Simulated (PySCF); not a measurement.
**Frontier levels across methods**

C₂H₂BF₃.
Z-matrix (Å and degrees, PBE0-D3(BJ)/def2-SVP geometry), rows numbered from 1:
```
C 
C   1  1.3352
F   2  1.3386  1  120.38
B   2  1.5609  1  123.88  3   179.99
F   4  1.3135  2  121.62  1  -179.70
F   4  1.3190  2  120.16  1     0.17
H   1  1.0907  2  119.44  3   179.96
H   1  1.0931  2  121.43  3    -0.05
```

Basis pcSseg-2 throughout (PySCF), one geometry. Isolated species at its PBE0-D3(BJ)/def2-SVP geometry, gas phase.

Q: How do the orbital energies, the gap and the dipole change with the method?

A: 
```json
{"method": "BLYP", "kind": "GGA", "HOMO (eV)": "-6.94", "LUMO (eV)": "-2.53", "gap (eV)": "4.41", "μ (D)": "1.72", "SCF cycles": "15"}
{"method": "B97-D", "kind": "GGA", "HOMO (eV)": "-7.02", "LUMO (eV)": "-2.50", "gap (eV)": "4.52", "μ (D)": "1.71", "SCF cycles": "16"}
{"method": "OPBE", "kind": "GGA", "HOMO (eV)": "-7.03", "LUMO (eV)": "-2.49", "gap (eV)": "4.54", "μ (D)": "1.64", "SCF cycles": "16"}
{"method": "PBE", "kind": "GGA", "HOMO (eV)": "-7.08", "LUMO (eV)": "-2.65", "gap (eV)": "4.43", "μ (D)": "1.69", "SCF cycles": "15"}
{"method": "KT2", "kind": "GGA", "HOMO (eV)": "-7.11", "LUMO (eV)": "-2.63", "gap (eV)": "4.48", "μ (D)": "1.76", "SCF cycles": "16"}
{"method": "KT3", "kind": "GGA", "HOMO (eV)": "-7.11", "LUMO (eV)": "-2.58", "gap (eV)": "4.53", "μ (D)": "1.74", "SCF cycles": "16"}
{"method": "BP86", "kind": "GGA", "HOMO (eV)": "-7.16", "LUMO (eV)": "-2.72", "gap (eV)": "4.45", "μ (D)": "1.69", "SCF cycles": "16"}
{"method": "LDA", "kind": "LDA", "HOMO (eV)": "-7.31", "LUMO (eV)": "-2.93", "gap (eV)": "4.37", "μ (D)": "1.77", "SCF cycles": "15"}
{"method": "B97-2", "kind": "global hybrid", "HOMO (eV)": "-8.06", "LUMO (eV)": "-1.73", "gap (eV)": "6.33", "μ (D)": "1.84", "SCF cycles": "14"}
{"method": "B3LYP", "kind": "global hybrid", "HOMO (eV)": "-8.11", "LUMO (eV)": "-1.95", "gap (eV)": "6.15", "μ (D)": "1.86", "SCF cycles": "14"}
{"method": "PBE0", "kind": "global hybrid", "HOMO (eV)": "-8.33", "LUMO (eV)": "-1.71", "gap (eV)": "6.62", "μ (D)": "1.86", "SCF cycles": "14"}
{"method": "mPW1PW91", "kind": "global hybrid", "HOMO (eV)": "-8.35", "LUMO (eV)": "-1.72", "gap (eV)": "6.63", "μ (D)": "1.86", "SCF cycles": "14"}
{"method": "BHandHLYP", "kind": "global hybrid", "HOMO (eV)": "-9.43", "LUMO (eV)": "-0.69", "gap (eV)": "8.75", "μ (D)": "2.03", "SCF cycles": "12"}
{"method": "CAM-B3LYP", "kind": "range-separated hybrid", "HOMO (eV)": "-9.70", "LUMO (eV)": "-0.60", "gap (eV)": "9.10", "μ (D)": "1.91", "SCF cycles": "13"}
{"method": "wB97X-D", "kind": "range-separated hybrid", "HOMO (eV)": "-10.17", "LUMO (eV)": "0.16", "gap (eV)": "10.34", "μ (D)": "1.83", "SCF cycles": "14"}
{"method": "HF", "kind": "Hartree–Fock", "HOMO (eV)": "-11.01", "LUMO (eV)": "1.96", "gap (eV)": "12.97", "μ (D)": "2.18", "SCF cycles": "11"}
{"method": "LC-wPBE", "kind": "range-separated hybrid", "HOMO (eV)": "-11.05", "LUMO (eV)": "0.61", "gap (eV)": "11.66", "μ (D)": "1.85", "SCF cycles": "13"}
```

The HOMO spans 4.11 eV, from BLYP down to LC-wPBE, and the gap runs from 4.37 eV (LDA) to 12.97 eV (HF). Over the methods BLYP (0 %), B97-D (0 %), OPBE (0 %), PBE (0 %), KT2 (0 %), KT3 (0 %), BP86 (0 %), LDA (0 %), B97-2 (21 %), B3LYP (20 %), PBE0 (25 %), mPW1PW91 (25 %), BHandHLYP (50 %), HF (100 %), a straight line through the gap against the share of exact exchange rises by 0.85 eV for each 10 % (correlation coefficient 1.000). The dipole ranges from 1.64 D (OPBE) to 2.18 D (HF). This basis has no diffuse functions.
